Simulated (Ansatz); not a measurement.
Relaxation of GeH₅S (7 atoms, charge 0, multiplicity 2), to a largest force component of 0.03 eV/Å in at most 50 steps.

These are results of Ansatz 0.2.0, UKS BHLYP/def2-mTZVP, not measurements.

```xyz
7
Properties=species:S:1:pos:R:3
H -0.781 -0.917 -0.792
S -1.257 -1.796 -1.706
Ge 0.369 0.910 1.012
H -0.103 -1.824 -2.388
H -0.013 2.328 0.574
H -0.089 0.630 2.446
H 1.874 0.669 0.853
```

Task: Where does it end, and by what steps?

Result: It converged. The force dipped under the threshold on the way, but the program's further checks kept it going. After 4 steps the energy has fallen by 0.019 eV; H1 moved furthest, 0.33 Å.

```tsv
step	energy less start (eV)	largest force component (eV/Å)	accepted
0	0.0000	0.158	yes
1	-0.0152	0.135	yes
2	-0.0183	0.015	yes
3	-0.0188	0.012	yes
4	-0.0189	0.007	yes
```

```xyz
7
Properties=species:S:1:pos:R:3
H -0.932 -1.126 -0.996
S -1.344 -1.999 -1.928
Ge 0.443 1.054 1.161
H -0.166 -1.990 -2.568
H 0.063 2.475 0.730
H -0.014 0.771 2.596
H 1.949 0.815 1.005
```

Whether the end is a true minimum wasn't checked by a vibrational analysis.

Run time: 3.7 s on 2 threads of AMD EPYC 9R45 96-Core Processor (Zen 5), on a shared host, peak memory 0.21 GiB.
